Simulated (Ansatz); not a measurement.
Computed with Ansatz on PBE0-D4/def2-TZVP structures; ΔE is electronic, products minus reactants. CCSD(T)/CBS is the MP2 limit (def2-TZVPP, def2-QZVPP) plus CCSD(T) − MP2 in def2-TZVPP, frozen cores. Functionals use def2-TZVPP. For Ge outer-core shells are correlated without core-valence functions, which leaves a few kJ/mol of doubt a bond. Scalar relativity is left out up to krypton. One conformer a species, not always the lowest.

Reaction (cleavage of the Si–Ge bond): `[SiH3][GeH2][SiH2]Cl` + `CN[SiH2]O` → `CN([SiH2]O)[SiH2]Cl` + `[SiH3][GeH3]`

`[SiH3][GeH2][SiH2]Cl`:

```xyz
11

Si   -0.222   -0.188   -1.953
Ge    0.199    1.015    0.055
Si    0.204   -0.481    1.901
Cl   -1.514   -1.624    1.816
H    -1.584   -0.777   -1.905
H    -0.119    0.715   -3.130
H     0.778   -1.279   -2.092
H    -0.883    2.087    0.278
H     1.565    1.725   -0.014
H     1.362   -1.408    1.833
H     0.215    0.215    3.211
```

`CN[SiH2]O`:

Z-matrix (Å, degrees):
```
C
N 1 1.446
H 1 1.097 2 113.4
H 1 1.093 2 109.4 3 -120.0
H 1 1.094 2 111.4 3 121.9
Si 2 1.705 1 125.5 3 97.3
H 2 1.008 1 113.7 3 -65.2
O 6 1.652 2 118.0 1 -83.0
H 6 1.489 2 105.4 1 38.4
H 6 1.479 2 107.7 1 160.6
H 8 0.958 6 117.8 2 73.7
```

`CN([SiH2]O)[SiH2]Cl`:

```xyz
14

C    -0.401   -0.941    1.424
N     0.132   -0.112    0.343
Si    0.586   -0.907   -1.129
O     0.513    0.166   -2.368
Si    0.036    1.591    0.434
Cl   -1.650    2.333   -0.531
H    -1.314   -1.466    1.122
H    -0.639   -0.328    2.296
H     0.329   -1.690    1.745
H     1.989   -1.383   -1.115
H    -0.337   -2.065   -1.292
H    -0.331    0.587   -2.547
H    -0.097    1.983    1.855
H     1.183    2.234   -0.237
```

`[SiH3][GeH3]`:

```xyz
8

Si   -0.080    0.744   -0.939
Ge    0.079   -0.730    0.921
H     0.695    0.203   -2.086
H     0.462    2.081   -0.580
H    -1.501    0.896   -1.349
H    -0.487   -2.114    0.564
H    -0.713   -0.177    2.118
H     1.545   -0.903    1.351
```

```json
{"level": "ωB97X-V", "ΔE (kJ/mol)": "-47.1"}
{"level": "B2PLYP", "ΔE (kJ/mol)": "-45.0"}
{"level": "PBE", "ΔE (kJ/mol)": "-27.3"}
{"level": "r2SCAN", "ΔE (kJ/mol)": "-43.0"}
```

Task: What does CCSD(T)/CBS give? (Estimate.)

Result: Computed: -46.2 kJ/mol. The listed levels differ from it by -0.9, 1.2, 18.9, 3.2 kJ/mol.

Largest T1 diagnostic among the species: 0.012.

The D4 term adds −8.3 kJ/mol with B3LYP and −4.4 kJ/mol with PBE0; it sums over pairs of atoms, weighted by their polarisabilities, and B3LYP, whose exchange is more repulsive, gets the larger term. From PBE to PBE0 (25 % exact exchange), in def2-TZVPP and without D4, ΔE moves by −5.3 kJ/mol.

CCSD(T)/CBS has its own doubt, a few kJ/mol and more with outer-core shells, so smaller differences from it don't rank the levels.

B3LYP here is the variant with VWN-RPA as its local correlation; programs differ in this.
